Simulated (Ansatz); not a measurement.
One change: `B1CO[SiH2]1` becomes `[CH2]1O[SiH2][AlH]1`.

Ansatz, PBE0-D4/def2-TZVP geometries, multiplicity 1. 

```csv
property,`B1CO[SiH2]1`
HOMO–LUMO gap (PBE0/def2-TZVPP) / eV,5.37
HOMO energy (PBE/def2-TZVPP) / eV,-6.48
HOMO–LUMO gap (PBE/def2-TZVPP) / eV,3.20
LUMO energy (PBE0/def2-TZVPP) / eV,-2.29
"ideal-gas entropy at 298 K and 1 bar (rigid rotor, harmonic PBE0-D4/def2-TZVP) / J/(mol·K)",293
zero-point energy (PBE0-D4/def2-TZVP) / kJ/mol,156.0
```

**Question.** What does the change do to each property? (An estimate is asked.)

**Answer.** The calculation gave: 
```json
{"property": "HOMO–LUMO gap (PBE0/def2-TZVPP) / eV", "`[CH2]1O[SiH2][AlH]1`": "4.97", "shift": "-0.40"}
{"property": "HOMO energy (PBE/def2-TZVPP) / eV", "`[CH2]1O[SiH2][AlH]1`": "-5.92", "shift": "0.56"}
{"property": "HOMO–LUMO gap (PBE/def2-TZVPP) / eV", "`[CH2]1O[SiH2][AlH]1`": "3.18", "shift": "-0.02"}
{"property": "LUMO energy (PBE0/def2-TZVPP) / eV", "`[CH2]1O[SiH2][AlH]1`": "-1.99", "shift": "0.30"}
{"property": "ideal-gas entropy at 298 K and 1 bar (rigid rotor, harmonic PBE0-D4/def2-TZVP) / J/(mol·K)", "`[CH2]1O[SiH2][AlH]1`": "317", "shift": "24"}
{"property": "zero-point energy (PBE0-D4/def2-TZVP) / kJ/mol", "`[CH2]1O[SiH2][AlH]1`": "142.3", "shift": "-13.7"}
```

With PBE0 the HOMO rises by 0.71 eV and the LUMO rises by 0.30 eV, so the gap narrows by about 0.41 eV. PBE moves the HOMO by 0.56 eV and ωB97M-V by 0.87 eV.
